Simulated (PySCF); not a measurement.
TiI3, SMILES [I][Ti+]([I])[I], charge +1, multiplicity 1. Geometry optimised at r2SCAN-D4/def2-SVP. The spin state was assumed, not searched. The isomer is the one that the SMILES or the coordinates give; other isomers of the formula were not compared. The def2 effective core potentials stand for the cores of I; spin–orbit coupling is left out.

Computed equilibrium geometry at r2SCAN-D4/def2-SVP (PySCF confirms it by a frequency run) as Cartesian coordinates in Å, and its point group:
point group C3v.
```xyz
4

Ti     0.0000     0.0000     0.6922
I      2.0380     1.1766    -0.0958
I      0.0000    -2.3533    -0.0958
I     -2.0380     1.1766    -0.0958
```
Charge +1, spin multiplicity 1.
